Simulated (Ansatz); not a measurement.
A structure drawn as `[OH][GeH2][SiH2]S`, with this starting geometry:

```xyz
10

O     0.564   -1.161   -1.642
Ge    1.091    0.186   -0.632
Si   -0.239    0.204    1.238
S    -2.327    0.516    0.663
H    -0.292   -0.956   -1.966
H     2.580    0.030   -0.209
H     0.916    1.544   -1.407
H    -0.099   -0.984    1.997
H     0.098    1.377    2.060
H    -2.293   -0.756   -0.103
```

The species carries charge 0 and has multiplicity 1.

Q: Does it keep its bonds when Ansatz relaxes it at PBE-D4/def2-SVP and then PBE0-D4/def2-TZVP?

A: Yes, every drawn bond is still there and no new one forms.

Q: Give the relaxed structure. (An estimate is asked.)

A: Computed: 
Z-matrix (Å, degrees):
```
Ge
Si 1 2.382
O 1 1.798 2 100.0
H 1 1.544 2 114.0 3 115.9
H 1 1.544 2 115.8 3 -116.7
S 2 2.136 1 105.3 3 -36.3
H 2 1.487 1 110.3 3 85.9
H 2 1.485 1 112.0 3 -153.4
H 3 0.959 1 113.4 2 171.7
H 6 1.348 2 92.6 1 32.1
```
No frequency check was run.

Atoms count as bonded under 1.1 times the sum of their covalent radii (H–H under 0.85 Å, pairs among N, O and F under 1.55 Å), and a drawn bond as lost past 1.3 times.
